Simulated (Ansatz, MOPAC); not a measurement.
System: AuCl, charge 0, multiplicity 1. SMILES: [Au][Cl]

Atoms: Au1, Cl2. Bonds: Au1-Cl2.

Bond lengths (Å) and angles (degrees) optimised at PM7 with MOPAC; B3LYP/LANL2DZ with Ansatz (a quantum-chemistry and plane-wave program); MP2/6-31G* with LANL2DZ past Ar with Ansatz, each started from the B3LYP-D3(BJ)/def2-TZVP structure (Ansatz) of the last column. A row stands for all coordinates that are equal there. 6-31G* holds six Cartesian d functions.

| coordinate | PM7 | B3LYP/LANL2DZ | MP2/6-31G* with LANL2DZ past Ar | B3LYP-D3(BJ)/def2-TZVP |
|---|---|---|---|---|
| Au1-Cl2 | 2.399 | 2.365 | 2.320 | 2.254 |

Mean signed difference of all 1 bond lengths from B3LYP-D3(BJ)/def2-TZVP: PM7 0.145 Å, B3LYP/LANL2DZ 0.111 Å, MP2/6-31G* with LANL2DZ past Ar 0.066 Å.
